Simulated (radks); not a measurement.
Problem. All-electron atom: Ne+ in [He] 2s2 2p5. Method: scalar-relativistic Kohn-Sham, B86b exchange with PBE correlation, spin-polarised, spherical densities, point nucleus; open shells are filled with parallel spins first; computed with a radial shooting solver on a logarithmic mesh with Libxc functionals. Some entries of the table are withheld. Estimate them.

orbital  occ.  eigenvalue (Ry)  <r^2> (bohr^2)  <r> (bohr)
1s up       1        -62.78870         0.03366         (1)
1s down     1        -62.72399         0.03360         (2)
2s up       1              (3)             (4)      0.8603
2s down     1              (5)             (6)      0.8679
2p up       3         -2.44387          0.9899      0.8752
2p down     2         -2.29577           1.034      0.8923

Solution. 
(1) 1s up <r> (bohr): 0.1579
(2) 1s down <r> (bohr): 0.1578
(3) 2s up eigenvalue (Ry): -4.16130
(4) 2s up <r^2> (bohr^2): 0.8933
(5) 2s down eigenvalue (Ry): -4.01439
(6) 2s down <r^2> (bohr^2): 0.9108
